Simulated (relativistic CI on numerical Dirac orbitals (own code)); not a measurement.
**Ligand-field terms of d2**

Computed with a parametric ligand-field model of a d^n configuration (Racah B and C, spin-orbit zeta, crystal field), exact diagonalisation.

Field parameters in Wybourne normalisation: Oh B⁴₀ = 21Dq, B⁴₄ = √(5/14) B⁴₀. The field is a parameter set, without covalency.

B = 730 cm⁻¹, C = 3630 cm⁻¹ (C/B = 4.97), Oh, no spin-orbit coupling. Tanabe-Sugano data, E/B above the lowest term (Δ = |10Dq|; b, c mark the second and third term of a kind):

```csv
Δ/B,3T1,3T2,3A2,1T2,3T1(b),1E,1A1
1.0,0.00,0.81,1.81,15.29,15.62,15.76,22.93
5.0,0.00,4.22,9.22,16.16,18.44,16.99,26.45
9.0,0.00,7.82,16.82,16.47,21.63,17.08,29.25
13.0,0.00,11.53,24.53,16.55,25.06,17.00,31.36
17.0,0.00,15.32,32.32,16.55,28.64,16.90,32.92
21.0,0.00,19.16,40.16,16.52,32.31,16.81,34.07
25.0,0.00,23.03,48.03,16.48,36.06,16.73,34.94
29.0,0.00,26.92,55.92,16.45,39.85,16.66,35.60
33.0,0.00,30.84,63.84,16.41,43.68,16.60,36.12
37.0,0.00,34.77,71.77,16.38,47.54,16.55,36.53
41.0,0.00,38.71,79.71,16.36,51.42,16.51,36.87
45.0,0.00,42.66,87.66,16.33,55.32,16.47,37.15
```

The ground term stays 3T1.
